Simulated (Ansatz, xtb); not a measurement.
C4H5NOS: which of two isomers lies lower

Structure X: `COc1cscn1`, a singlet. Structure Y: `COc1nccs1`, a singlet. Both are isolated molecules in the gas phase, relaxed with B3LYP-D3(BJ)/def2-SVP; the shapes shown needn't be the lowest conformers.

X (Å):

```xyz
12

C    -0.1455    0.5379   -0.7787
C    -0.9455    1.1632    1.3513
C    -1.6797    1.9174    2.2427
C    -0.3445    0.1214    3.1933
N    -0.1990    0.1568    1.8985
O    -0.9494    1.3857    0.0278
S    -1.4116    1.3234    3.8448
H    -0.4522   -0.5162   -0.6845
H     0.9188    0.6112   -0.5028
H    -0.2880    0.8780   -1.8127
H    -2.3345    2.7571    2.0276
H     0.1539   -0.5985    3.8455
```

Y (Å):

```xyz
12

C     0.4391    1.1360   -0.8016
C    -0.5603    0.2892    1.1336
C    -1.5471    1.3755    2.7676
C    -1.7204    0.1158    3.2638
N    -0.8893    1.4681    1.5605
O     0.0840    0.0134    0.0042
S    -1.0245   -1.0540    2.1697
H     0.9547    0.7277   -1.6793
H     1.1012    1.8184   -0.2468
H    -0.4589    1.6953   -1.1060
H    -1.8910    2.2867    3.2601
H    -2.2048   -0.1941    4.1873
```

Quicker runs give these differences E(Y) − E(X): GFN2-xTB −3.3 kcal/mol; HF/STO-3G −4.6 kcal/mol (at GFN2-xTB geometries); r2SCAN-D4/def2-SVP −2.7 kcal/mol (at GFN2-xTB geometries).

Task: Estimate E(Y) − E(X) at the level CCSD(T)/def2-SVP + ΔMP2/def2-TZVPP.

Result: Calculated at CCSD(T)/def2-SVP + ΔMP2/def2-TZVPP: E(Y) − E(X) = −2.3 kcal/mol, so structure Y lies lower.

The same difference at several levels:

| level | geometry | E(Y) − E(X) (kcal/mol) | departure from the last row (kcal/mol) | job, with rough time for the two |
| --- | --- | --- | --- | --- |
| GFN2-xTB | GFN2-xTB | −3.3 | −1.0 | optimisation, 0.46 s |
| HF/STO-3G | GFN2-xTB | −4.6 | −2.3 | single point, 1.4 s |
| r2SCAN-D4/def2-SVP | GFN2-xTB | −2.7 | −0.4 | single point, 11 s |
| B3LYP-D3(BJ)/def2-SVP | B3LYP-D3(BJ)/def2-SVP | −2.7 | −0.5 | optimisation, 81 s |
| HF/def2-SVP | B3LYP-D3(BJ)/def2-SVP | −4.5 | −2.3 | part of the CCSD(T) run |
| MP2/def2-SVP | B3LYP-D3(BJ)/def2-SVP | −2.5 | −0.2 | part of the CCSD(T) run |
| CCSD(T)/def2-SVP | B3LYP-D3(BJ)/def2-SVP | −3.0 | −0.7 | single point |
| CCSD(T)/def2-SVP + ΔMP2/def2-TZVPP | B3LYP-D3(BJ)/def2-SVP | −2.3 |  | single point, 2.5 min |

As drawn, both hold the same kinds of bond in the same numbers.

None of the levels shown reverses the order. The largest departure from CCSD(T)/def2-SVP + ΔMP2/def2-TZVPP is that of HF/STO-3G, 2.3 kcal/mol. The last row adds to CCSD(T) the change of the MP2 difference between the two basis sets, here +0.7 kcal/mol.

With thermal terms from frequencies at re-optimised GFN2-xTB minima (ideal gas, soft modes damped towards free rotors, one conformer each, 298.15 K, 1 atm): the zero-point term adds +0.1 kcal/mol; ΔH is −2.1 and ΔG −2.2 kcal/mol.

The correlated steps freeze 11 core orbitals. Programs: Ansatz 0.2.0, xtb 6.7.1; the last row on 2 threads of Intel(R) Xeon(R) Processor @ 2.50GHz (Skylake/Cascade Lake) on a shared host.
